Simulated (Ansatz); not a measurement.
One change: `CC(O)CF` becomes `CC(O)[SiH3]`.

Ansatz, PBE0-D4/def2-TZVP geometries, multiplicity 1. Each molecule was computed in one conformer, which needn't be the lowest.

```csv
property,`CC(O)CF`
HOMO–LUMO gap (ωB97M-V/def2-TZVPP) / eV,13.12
size of the dipole moment (PBE/def2-TZVPP) / D,1.37
HOMO–LUMO gap (PBE/def2-TZVPP) / eV,6.73
zero-point energy (PBE0-D4/def2-TZVP) / kJ/mol,266.6
size of the dipole moment (ωB97M-V/def2-TZVPP) / D,1.51
LUMO energy (PBE/def2-TZVPP) / eV,0.39
```

Q: Give the same properties after the change, and the shifts. (An estimate is asked.)

A: Ansatz gave: 
```
                                          property  `CC(O)[SiH3]`  shift
           HOMO–LUMO gap (ωB97M-V/def2-TZVPP) / eV          12.47  -0.65
    size of the dipole moment (PBE/def2-TZVPP) / D           1.93   0.56
               HOMO–LUMO gap (PBE/def2-TZVPP) / eV           6.12  -0.61
    zero-point energy (PBE0-D4/def2-TZVP) / kJ/mol          247.7  -18.9
size of the dipole moment (ωB97M-V/def2-TZVPP) / D           1.96   0.45
                 LUMO energy (PBE/def2-TZVPP) / eV          -0.24  -0.63
```

Dipoles are sizes alone; their direction can turn.
